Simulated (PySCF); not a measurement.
Isomers of C6H6F2. Level of theory: PBE0-D3(BJ)/def2-SVP geometry optimisation, gas phase in PySCF. One conformer each; no zero-point energy, no entropy. No frequencies were run at this level. Point groups hold within 0.08 Å.

**Question.** Order them by energy at this level, lowest first, and give relative energies in kJ/mol.
A. `[F:1]/[CH:2]=[C:3]1[CH:4]=[C:5]/1[CH2:6][CH2:7][F:8]` with C4–C5–C6–C7 -138°, C5–C6–C7–F8 66°
B. `[CH2:1]=[C:2]([F:3])/[CH:4]=[CH:5]/[CH:6]=[CH:7]/[F:8]` with C1–C2–C4–C5 179°, C4–C5–C6–C7 179°
C. `[CH2:1]=[C:2]([F:3])/[CH:4]=[CH:5]/[CH:6]=[CH:7]\[F:8]` with C1–C2–C4–C5 180°, C4–C5–C6–C7 -179°
D. `[CH3:1][CH2:2][CH:3]=[C:4]1[C:5]([F:6])=[C:7]1[F:8]` with C1–C2–C3–C4 -118°
E. `[CH2:1]=[CH:2]/[CH:3]=[CH:4]/[CH:5]=[C:6]([F:7])[F:8]` with C1–C2–C3–C4 180°, C3–C4–C5–C6 180°

**Answer.** E (0.0), C (9.8), B (11.7), A (181.4), D (216.8).

As drawn, the lowest has two fluorines on one carbon, which the highest lacks; the highest has a three-membered ring, which the lowest lacks. Neighbours under 10 kJ/mol apart (C=C/C=C/C=C(F)F and C=C(F)/C=C/C=C\F; C=C(F)/C=C/C=C\F and C=C(F)/C=C/C=C/F) can change places with a better method, another conformer or zero-point energy. C=C(F)/C=C/C=C\F and C=C(F)/C=C/C=C/F are stereoisomers, 1.9 kJ/mol apart in the conformers taken.

```
          SMILES      E (Eh)  E rel (kJ/mol)  dipole (D)  point group       A, B, C (MHz)
 C=C/C=C/C=C(F)F  -431.09413             0.0        0.68           Cs  8675, 691.3, 640.3
C=C(F)/C=C/C=C\F  -431.09039             9.8        2.46           Cs  5991, 826.0, 726.0
C=C(F)/C=C/C=C/F  -431.08968            11.7        0.57           Cs  8613, 677.9, 628.4
  F/C=C1C=C/1CCF  -431.02504           181.4        3.16           C1    2713, 1455, 1106
  CCC=C1C(F)=C1F  -431.01155           216.8        0.39           C1   3339, 1049, 839.4
```

**Question.** How do the relative energies change in single points at B3LYP/pcSseg-1 (no added dispersion term) on the same geometries?

**Answer.** 
```
          SMILES  PBE0-D3(BJ)/def2-SVP (kJ/mol)  B3LYP/pcSseg-1 (kJ/mol)  shift
 C=C/C=C/C=C(F)F                            0.0                      0.0    0.0
C=C(F)/C=C/C=C\F                            9.8                      3.1   -6.7
C=C(F)/C=C/C=C/F                           11.7                      5.0   -6.7
  F/C=C1C=C/1CCF                          181.4                    201.2  +19.8
  CCC=C1C(F)=C1F                          216.8                    249.0  +32.2
```

Each column counts from its own lowest isomer. The order is unchanged; the largest shift is 32.2 kJ/mol.
